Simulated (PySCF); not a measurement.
## Assignment exercise: C₇H₁₆Si

Bonds (- single, = double, # triple, : aromatic): C1-C2, C2-C3, C3-C4, C4-C5, C5-Si6, Si6-C7, C7-C8, C7-C2. C1 carries H9, H10, H11; C2 carries H12; C3 carries H13, H14; C4 carries H15, H16; C5 carries H17, H18; Si6 carries H19, H20; C7 carries H21; C8 carries H22, H23, H24. Stereochemistry as in C[C@@H]1CCC[SiH2][C@@H]1C. H13, H15, H17, H20 are cis to C1 on the ring; H14, H16, H18, H19 are trans to C1 on the ring.

PySCF 2.14.0 with density-fitted response routines calculation with shielding tensors at PBE0/pcSseg-1 (GIAO) and geometry: GFN2-xTB; single conformer, fast rotation and ring inversion assumed for equivalent nuclei, non-relativistic, gas phase.

Shifts are taken against calculated references (same method and geometry level): TMS for 13C and 1H.

**Question.** Assign these signals to the numbered atoms. 13C{1H} NMR (computed): δ 40.9 (CH2), 38.7 (CH), 25.1 (CH), 20.8 (CH2), 19.3 (CH3), 16.3 (CH3), 10.5 (CH2).

**Answer.** 
```tsv
δ (ppm)	atoms	environment	reason
40.9	C3	sp3 CH2 in a ring	a saturated carbon with 2 carbon neighbours and no heteroatom attached
38.7	C2	sp3 CH in a ring	aliphatic region, no heteroatom directly attached
25.1	C7	sp3 CH bonded to Si	–
20.8	C4	sp3 CH2 in a ring	aliphatic region, no heteroatom directly attached
19.3	C8	methyl carbon	aliphatic region, no heteroatom directly attached
16.3	C1	methyl carbon	–
10.5	C5	sp3 CH2 bonded to Si	an electropositive neighbour leaves it electron-rich and shielded
```

C4 and C8 lie closer than the usual error of such a calculation, so a measured spectrum could show them in the other order.

**Question.** Assign these signals to the numbered atoms. 1H NMR (500 MHz, computed): δ 4.06 (m, 1H), 3.89 (m, 1H), 1.96 (m, 1H), 1.80 (m, 1H), 1.75 (m, 1H), 1.59 (m, 1H), 1.42 (m, 1H), 1.10 (m, 1H), 1.08 (m, 3H), 1.01 (d, 3H), 0.93 (m, 1H), 0.63 (m, 1H).

**Answer.** 
| δ (ppm) | atoms | environment | reason |
| --- | --- | --- | --- |
| 4.06 | H20 | hydrogen on a silicon bonded to 2 C, in a 6-membered ring | – |
| 3.89 | H19 | hydrogen on a silicon bonded to 2 C, in a 6-membered ring | – |
| 1.96 | H12 | hydrogen on an sp3 CH in a ring | – |
| 1.80 | H16 | hydrogen on an sp3 CH2 in a ring | – |
| 1.75 | H13 | hydrogen on an sp3 CH2 in a ring | far from electronegative atoms and π systems |
| 1.59 | H15 | hydrogen on an sp3 CH2 in a ring | – |
| 1.42 | H14 | hydrogen on an sp3 CH2 in a ring | far from electronegative atoms and π systems |
| 1.10 | H21 | hydrogen on an sp3 CH bonded to Si | – |
| 1.08 | H22/H23/H24 | hydrogen on a methyl carbon | – |
| 1.01 | H9/H10/H11 | hydrogen on a methyl carbon | far from electronegative atoms and π systems |
| 0.93 | H17 | hydrogen on an sp3 CH2 bonded to Si | – |
| 0.63 | H18 | hydrogen on an sp3 CH2 bonded to Si | an electropositive neighbour shields it, as in TMS itself |

H16 and H13; H21 and H22/H23/H24; H22/H23/H24 and H9/H10/H11; H9/H10/H11 and H17 lie closer than the usual error of such a calculation, so a measured spectrum could show them in the other order.

Shifts are as computed. Against solution values, carbons near 30 ppm lie about +3 ppm off and those near 130 ppm about +5 ppm. Of 1211 compounds with measured shifts, 218 miss one by over three times the rms of a fit or turn the order of signals round; such compounds aren't used in these exercises. Multiplicities follow the n + 1 count of equivalent neighbours, as no J values were calculated; m marks all less simple cases, F and P coupling included.
